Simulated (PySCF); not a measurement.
Compound: C₅H₁₅PSi₂.
Numbering: `[PH2:1][SiH2:2][SiH2:3][CH:4]1[CH2:5][CH2:6][CH2:7][CH2:8]1`

Structure used (GFN2-xTB), in Å, numbered top down from 1:
```xyz
23
C5H15PSi2 angstrom
P      4.6375    0.0661    0.1054
Si     2.5709   -0.7617   -0.1173
Si     0.8917    0.8509   -0.0792
C     -0.6852    0.1611   -0.9092
C     -1.0774   -1.2223   -0.3939
C     -1.7435   -0.9288    0.9497
C     -2.4009    0.4536    0.7842
C     -1.9286    0.9870   -0.5749
H      4.4798    1.0647   -0.8356
H      4.3197    0.9209    1.1433
H      2.4736   -1.7491    0.9693
H      2.6349   -1.5468   -1.3600
H      0.5976    1.3075    1.2903
H      1.2408    2.0864   -0.8065
H     -0.5250    0.1335   -1.9908
H     -1.7999   -1.6779   -1.0759
H     -0.2296   -1.9019   -0.2975
H     -0.9868   -0.8962    1.7345
H     -2.4686   -1.6956    1.2203
H     -3.4880    0.3836    0.8153
H     -2.0926    1.1219    1.5873
H     -1.7258    2.0570   -0.5461
H     -2.6992    0.8134   -1.3297
```

NICS = −σ at a ghost point: NICS(0) at the centroid of the ring atoms, NICS(1) 1 Å to either side along the normal of their mean plane, zz for the tensor component along that normal. Level: GIAO PBE0/pcSseg-1 (PySCF, non-relativistic, gas phase) on the GFN2-xTB geometry, one conformer.

Ring bond lengths (Å), with Mayer bond orders in brackets: C4–C5 1.527 (1.00), C5–C6 1.528 (1.03), C6–C7 1.540 (1.02), C7–C8 1.535 (1.03), C8–C4 1.530 (1.01).

Q: Give the NICS values of each ring in ppm.

A: 
| ring | type | NICS(0) | NICS(1), two faces | NICS(1)zz, two faces | rms pucker (Å) | centre to ring atoms, mean (Å) |
| --- | --- | --- | --- | --- | --- | --- |
| C4–C5–C6–C7–C8 | 5-membered carbocycle; formal bonds all single | -6.1 | -3.9 / -4.9 | -5.9 / -7.6 | 0.19 | 1.28 |

Q: What do they say, and how far can they be read as aromaticity?

A: 
- C4–C5–C6–C7–C8: mean NICS(1)zz -6.7 ppm, shielded. C4, C5, C6, C7, C8 have four or more neighbours, so the value isn't read as a sign of a π ring current.

Q: What is the mean of the two in-plane components of NICS at the second NICS(1) probe listed for ring C4–C5–C6–C7–C8, 1 Å off the ring?

A: The isotropic value is a third of the trace: (3 × -4.9 − (-7.6))/2 = -3.6 ppm.

Q: How shielded are the nuclei of the rings and their hydrogens (means over atoms taken as equivalent)?

A: 
| atoms | environment | σ isotropic (ppm) | principal values of the symmetric part, first atom (ppm) |
| --- | --- | --- | --- |
| C4 | sp3 carbon bound to silicon | 159.6 | 137.6, 164.7, 176.4 |
| C5 (×2) | ring CH2 carbon | 152.7 | 129.1, 155.9, 169.7 |
| C6 (×2) | ring CH2 carbon | 161.7 | 131.4, 173.4, 176.9 |
| H15 | methine hydrogen | 30.15 | 25.9, 27.7, 36.8 |
| H16 (×2) | methylene hydrogen | 29.96 | 24.9, 27.4, 37.7 |
| H17 (×2) | methylene hydrogen | 30.06 | 24.9, 29.5, 36.0 |
| H18 (×2) | methylene hydrogen | 30.02 | 26.2, 28.2, 36.0 |
| H19 (×2) | methylene hydrogen | 29.95 | 24.6, 27.3, 37.7 |
